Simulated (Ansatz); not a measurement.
Start from `[BH2][GaH][Se]C` and change one atom or group to get `C[Se][GaH2]`.

Ansatz, PBE0-D4/def2-TZVP geometries, multiplicity 1. Each molecule was computed in one conformer, which needn't be the lowest.

Scalar relativity is left out up to krypton. Spin–orbit coupling is left out; it splits and shifts lone-pair levels of the heavy atoms by tenths of an eV.

```
                                          property  `[BH2][GaH][Se]C`
                 LUMO energy (PBE/def2-TZVPP) / eV              -3.41
               HOMO energy (B3LYP/def2-TZVPP) / eV              -6.48
              HOMO–LUMO gap (PBE0/def2-TZVPP) / eV               4.26
size of the dipole moment (ωB97M-V/def2-TZVPP) / D               1.10
           HOMO–LUMO gap (ωB97M-V/def2-TZVPP) / eV               8.26
                 HOMO energy (PBE/def2-TZVPP) / eV              -5.68
```

Task: Give the same properties after the change, and the shifts. (Estimate.)

Result: The calculation gave: 
| property | `C[Se][GaH2]` | shift |
| --- | --- | --- |
| LUMO energy (PBE/def2-TZVPP) / eV | -2.16 | 1.25 |
| HOMO energy (B3LYP/def2-TZVPP) / eV | -6.64 | -0.16 |
| HOMO–LUMO gap (PBE0/def2-TZVPP) / eV | 5.43 | 1.17 |
| size of the dipole moment (ωB97M-V/def2-TZVPP) / D | 1.31 | 0.21 |
| HOMO–LUMO gap (ωB97M-V/def2-TZVPP) / eV | 9.20 | 0.94 |
| HOMO energy (PBE/def2-TZVPP) / eV | -5.81 | -0.13 |

With PBE0 the HOMO falls by 0.15 eV and the LUMO rises by 1.03 eV, so the gap widens by about 1.18 eV. PBE moves the HOMO by -0.13 eV and ωB97M-V by -0.15 eV. The zero-point energy changes by -33.9 kJ/mol with -6 modes. Dipoles are sizes alone; their direction can turn.

Positive LUMOs are unbound, so they and the gaps depend on the basis.

B3LYP here is the variant with VWN-RPA as its local correlation; programs differ in this.
